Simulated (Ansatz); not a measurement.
Two isomers of C3H5FOSi: A = `O[SiH]1CC=C1F`, B = `FCOC1=C[SiH2]1`.

Calculated with Ansatz (gas phase, PBE0-D4/def2-TZVP geometries, no zero-point term in ΔE). CCSD(T)/CBS is the MP2 limit (def2-TZVPP, def2-QZVPP) plus CCSD(T) − MP2 in def2-TZVPP, frozen cores. DFT in def2-TZVPP. B3LYP here is the variant with VWN-RPA as its local correlation; programs differ in this. One conformer a species, not always the lowest.

**Question.** Which is lower in electronic energy at CCSD(T)/CBS, and by how much? (Estimate.)

**Answer.** Ansatz gave: A, by 264.6 kJ/mol.

**Question.** Give E(B) − E(A) in kJ/mol with HF/def2-TZVPP, PBE-D4, MP2/def2-TZVPP, r2SCAN-D4, PBE0-D4, CCSD/def2-TZVPP, B3LYP. (An estimate is asked.)

**Answer.** Ansatz gave: HF/def2-TZVPP 253.6, PBE-D4 243.3, MP2/def2-TZVPP 266.4, r2SCAN-D4 250.3, PBE0-D4 252.7, CCSD/def2-TZVPP 260.0, B3LYP 247.2. None reverses the order clearly.

Largest T1 diagnostic: 0.013.

From PBE to PBE0 (25 % exact exchange), in def2-TZVPP and without D4, E(B) − E(A) moves by +9.7 kJ/mol. In def2-TZVPP, CCSD(T) changes the Hartree–Fock value by +4.2 kJ/mol (the triples alone add −2.1 kJ/mol) and MP2 by +12.8 kJ/mol.
